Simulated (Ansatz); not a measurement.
C₂H₈Si (SMILES C[SiH2]C), singlet, geometry from GFN2-xTB; Ansatz (an electronic-structure program) with PBE/3-21G.

Ansatz was given this input:
Ansatz 0.2 input:
```yaml
crystal:
  periodic: [false, false, false]
  atoms:
    - {symbol: Si, position_ang: [0.03546107, -0.43348006, -0.37037273]}
    - {symbol: C, position_ang: [1.45753028, 0.73873281, 0.08712166]}
    - {symbol: C, position_ang: [-1.52290395, 0.06040205, 0.59567275]}
    - {symbol: H, position_ang: [0.40740896, -1.81447085, -0.03255476]}
    - {symbol: H, position_ang: [-0.23071309, -0.34547884, -1.81294296]}
    - {symbol: H, position_ang: [1.21576604, 1.77029475, -0.15390745]}
    - {symbol: H, position_ang: [2.36525377, 0.48151727, -0.45044984]}
    - {symbol: H, position_ang: [1.68282158, 0.69510725, 1.14919776]}
    - {symbol: H, position_ang: [-2.35613024, -0.59304426, 0.35515928]}
    - {symbol: H, position_ang: [-1.82783780, 1.07758693, 0.36542227]}
    - {symbol: H, position_ang: [-1.36078226, 0.00239943, 1.66852748]}
basis:
  gaussian:
    orbitals: 3-21G.json
    occupation: {up: {"A1": 8, "A2": 2, "B1": 3, "B2": 4}, down: {"A1": 8, "A2": 2, "B1": 3, "B2": 4}}
hamiltonian:
  xc: pbe
```
The basis file holds 3-21G in the JSON format of the Basis Set Exchange.

**Question.** Write the output that Ansatz gives for this input, abridged.

**Answer.** 
```
Functional definition: PBE
the irreps are read with x along [0.266, -0.613, 0.743], y along [0.962, 0.219, -0.164] and z along [-0.062, 0.759, 0.648] of the geometry given
563 factors; integrals over basis functions are off by at most 9.3e-4 eV
mean field evaluation 1: about -9990.5000 eV, gradient 4.3e1 eV
mean field evaluation 2: about -9995.4036 eV, gradient 2.8e0 eV
mean field evaluation 4: about -9995.3981 eV, gradient 1.3e-1 eV
mean field evaluation 8: about -9995.3981 eV, gradient 1.5e-6 eV
a density is far from that of the atoms, so the factors are made again for it
633 factors; integrals over basis functions are off by at most 3.6e-5 eV
mean field -9995.39733423 eV, -367.3240769094 hartree, gradient 1.7e-6 eV, S^2 0.000000; 0 other end points of the search recorded, 0 dependent functions left out
reference -9995.39736565 eV, -367.3240780638 hartree; 17, 17 occupied and 30, 30 virtual orbitals, 633 factors
Total energy: -9995.39736565 eV, -367.3240780638 hartree
```
